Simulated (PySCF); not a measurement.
Species: C₆H₁₄N (doublet state).
Z-matrix (Å and degrees, GFN2-xTB geometry), rows numbered from 1:
```
C 
C   1  1.4684
C   2  1.5628  1  114.35
C   3  1.5268  2  109.17  1   177.30
C   3  1.5287  2  109.71  1   -62.56
C   3  1.5380  2  107.79  1    58.20
N   6  1.4531  3  111.73  2   177.99
H   1  1.0722  2  121.13  3  -102.25
H   1  1.0728  2  120.65  3    74.98
H   2  1.0956  1  110.00  3  -119.42
H   2  1.0921  1  109.90  3   121.13
H   4  1.0864  3  109.46  2  -174.55
H   4  1.0875  3  110.66  2   -55.35
H   4  1.0876  3  110.71  2    65.17
H   5  1.0877  3  110.31  2   -52.72
H   5  1.0875  3  110.83  2    67.30
H   5  1.0873  3  110.41  2  -172.02
H   6  1.0938  3  108.63  2    59.78
H   6  1.1047  3  107.96  2   -56.72
H   7  1.0135  6  110.13  3  -172.22
H   7  1.0140  6  110.22  3    69.14
```

The hyperfine couplings belong to this conformer and change with its torsions.

The species is `[CH2]CC(CN)(C)C` [radical].

Method: PySCF, UKS B3LYP, pcH-1 on C H N, non-relativistic, mean-field spin-orbit, GIAO. Isolated species at its GFN2-xTB geometry (one conformer only). Couplings are sensitive to structure, and on GFN2-xTB geometries they can be far from those on DFT ones. No stability test was run, so a lower SCF solution isn't excluded.

**Question.** The isotropic 13C couplings, averaged over equivalent nuclei, are +88.1, +57.8, -34.2, +2.3, -1.5 MHz. Assign them to C1; C2; C3; C4/C5; C6.

**Answer.** 
| site | a_iso (MHz) | ρ(0) (bohr⁻³) | position | distance from C1 (Å) | spin population | largest \|T\| (MHz) |
| --- | --- | --- | --- | --- | --- | --- |
| C1 | +88.1 | +0.0783 | largest spin population | 0.00 | +1.07 | 160.1 |
| C2 | -34.2 | -0.0304 | 1 bond from C1 | 1.47 | -0.09 | 2.2 |
| C3 | +57.8 | +0.0514 | 2 bonds from C1 | 2.55 | +0.06 | 14.6 |
| C4/C5 | -1.5 | -0.0013 | 3 bonds from C1 | 3.45 | 0.00 | 1.1 |
| C6 | +2.3 | +0.0020 | 3 bonds from C1 | 2.97 | +0.01 | 3.2 |

ρ(0) is the spin density at the nucleus and T the dipolar tensor; entries for several nuclei are means. The largest Mulliken spin populations are on C1 (+1.07) and C2 (-0.09). C1 is the only atom above +0.15. The positive populations add up to 1.19 and the negative ones to -0.19, together 2S = 1. The angles at C1 add up to 359.9°, so it is planar; its axial dipolar tensor and the negative couplings of its protons fit spin in a p orbital normal to that plane.

β density exceeds α density at some nuclei, such as C2 (-0.0304) and H8/H9 (-0.0141), spin density in bohr⁻³. In a single determinant that takes different orbitals for the two spins, that is spin polarisation.

Class means assume fast exchange of nuclei equivalent by connectivity; if that motion is slow, each nucleus keeps its own coupling. The 1H value of +44.8 MHz is a mean of couplings from 14.2 to 75.3 MHz in this one geometry, not an average over conformers.

The run took 1.7 min of wall time (grids of density and orbitals included) on an Arm Neoverse V1 with one thread (shared host), and the process peaked at 1.1 GiB of memory.
